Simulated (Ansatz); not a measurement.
CH$_{7}$GeN, SMILES `C[NH][GeH3]`, 10 atoms. Total charge 0; spin multiplicity 1. Correlated methods include outer-core shells of Ge, which these sets cover unevenly. Scalar relativity is left out up to krypton. All runs use 2 threads of a server CPU on a shared host. Correlated methods freeze the cores.

Problem. How many basis functions does each run have, and how long does it take in Ansatz? RHF-MP2/def2-QZVPP energy; RKS ωB97X-V/def2-TZVPP energy; RKS r2SCANh-D4/def2-TZVPP energy; RKS SPW92/def2-TZVPP energy; RKS PBE0-D4/def2-TZVP frequencies; direct RPA on PBE orbitals/def2-TZVPP energy; RHF-CCSD(T)/def2-TZVPP energy; RKS PBE0-D4/def2-QZVPP energy; RKS ωB97M-V/def2-SVP energy; RKS ωB97M-V/def2-QZVPP energy; RKS PBE0-D4/def2-TZVP relaxation (7 steps); RKS HSE06-D4/def2-TZVPP energy. (Estimate.)

Solution. Computed: Other jobs shared the machine, so times are rough.

```json
{"level": "RKS SPW92/def2-TZVPP", "job": "energy", "functions": "208", "wall time": "1.7 s", "peak host memory (GiB)": "0.22"}
{"level": "RKS HSE06-D4/def2-TZVPP", "job": "energy", "functions": "208", "wall time": "4.4 s", "peak host memory (GiB)": "0.45"}
{"level": "direct RPA on PBE orbitals/def2-TZVPP", "job": "energy", "functions": "208", "wall time": "7 s", "peak host memory (GiB)": "0.4"}
{"level": "RKS ωB97M-V/def2-SVP", "job": "energy", "functions": "95", "wall time": "7.5 s", "peak host memory (GiB)": "0.27"}
{"level": "RKS r2SCANh-D4/def2-TZVPP", "job": "energy", "functions": "208", "wall time": "7.5 s", "peak host memory (GiB)": "0.44"}
{"level": "RKS ωB97X-V/def2-TZVPP", "job": "energy", "functions": "208", "wall time": "13 s", "peak host memory (GiB)": "0.53"}
{"level": "RKS PBE0-D4/def2-QZVPP", "job": "energy", "functions": "413", "wall time": "14 s", "peak host memory (GiB)": "1.2"}
{"level": "RKS PBE0-D4/def2-TZVP", "job": "relaxation (7 steps)", "functions": "152", "wall time": "31 s", "peak host memory (GiB)": "0.32"}
{"level": "RKS ωB97M-V/def2-QZVPP", "job": "energy", "functions": "413", "wall time": "31 s", "peak host memory (GiB)": "1.4"}
{"level": "RHF-MP2/def2-QZVPP", "job": "energy", "functions": "413", "wall time": "35 s", "peak host memory (GiB)": "2.1"}
{"level": "RHF-CCSD(T)/def2-TZVPP", "job": "energy", "functions": "208", "wall time": "2.7 min", "peak host memory (GiB)": "2.9"}
{"level": "RKS PBE0-D4/def2-TZVP", "job": "frequencies", "functions": "152", "wall time": "2.8 min", "peak host memory (GiB)": "0.32"}
```

HSE06 is defined as in plane-wave codes.
